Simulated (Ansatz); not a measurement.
Reaction (formal exchange of groups at a B–C bond): `C=CCB(C)F` + `CCOC=O` → `CCOB(C)F` + `C=CCC=O`

Isolated molecules relaxed with PBE0-D4/def2-TZVP in Ansatz; ΔE leaves out vibrations. CCSD(T)/CBS adds triple-zeta CCSD(T) − MP2 to the extrapolated MP2 energy (def2 sets, frozen cores). DFT in def2-TZVPP. One conformer a species, not always the lowest.

`C=CCB(C)F`:

Cartesian coordinates in Å:
```
C 1.548 1.373 -0.879
C 1.277 0.754 0.263
C -0.088 0.610 0.865
B -0.524 -0.888 0.639
C -1.501 -1.362 -0.480
F 0.014 -1.800 1.453
H 2.557 1.413 -1.273
H 0.773 1.871 -1.454
H 2.086 0.266 0.802
H -0.784 1.306 0.390
H -0.046 0.827 1.938
H -2.525 -1.093 -0.190
H -1.311 -0.838 -1.421
H -1.476 -2.439 -0.653
```

`CCOC=O`:

Cartesian coordinates in Å:
```
C -0.866 0.946 -0.480
C 0.476 0.267 -0.593
O 0.393 -1.121 -0.224
C 0.491 -1.394 1.073
O 0.646 -0.601 1.955
H -0.787 1.977 -0.834
H -1.204 0.968 0.557
H -1.614 0.433 -1.087
H 1.221 0.754 0.039
H 0.832 0.253 -1.624
H 0.410 -2.482 1.219
```

`CCOB(C)F`:

Z-matrix (Å, degrees):
```
C
C 1 1.510
H 1 1.092 2 110.7
H 1 1.092 2 110.8 3 120.5
H 1 1.093 2 110.2 3 -119.9
O 2 1.424 1 110.9 3 -56.3
H 2 1.092 1 110.7 3 61.3
H 2 1.093 1 110.7 3 -178.8
B 6 1.348 2 122.4 1 -93.4
C 9 1.561 6 121.6 2 179.2
F 9 1.344 6 119.0 2 -0.9
H 10 1.094 9 110.3 6 121.1
H 10 1.090 9 112.4 6 -0.3
H 10 1.094 9 110.4 6 -121.9
```

`C=CCC=O`:

Cartesian coordinates in Å:
```
C -0.612 -1.484 0.911
C -0.361 -0.195 0.739
C 0.708 0.345 -0.155
C 0.141 1.216 -1.245
O 0.426 1.123 -2.406
H -1.403 -1.822 1.569
H -0.031 -2.247 0.403
H -0.968 0.540 1.264
H 1.382 0.988 0.430
H 1.303 -0.449 -0.609
H -0.585 1.986 -0.900
```

```csv
level,ΔE (kJ/mol)
PBE-D4,-68.5
MP2/def2-TZVPP,-80.9
```

Task: What does CCSD(T)/CBS give? (An estimate is asked.)

Result: The calculation gave: -84.4 kJ/mol. The listed levels differ from it by 15.9, 3.5 kJ/mol.

Largest T1 diagnostic among the species: 0.014.

In def2-TZVPP, CCSD(T) changes the Hartree–Fock value by +10.4 kJ/mol (the triples alone add +3.6 kJ/mol) and MP2 by +12.9 kJ/mol. From PBE to PBE0 (25 % exact exchange), in def2-TZVPP and without D4, ΔE moves by −5.3 kJ/mol.
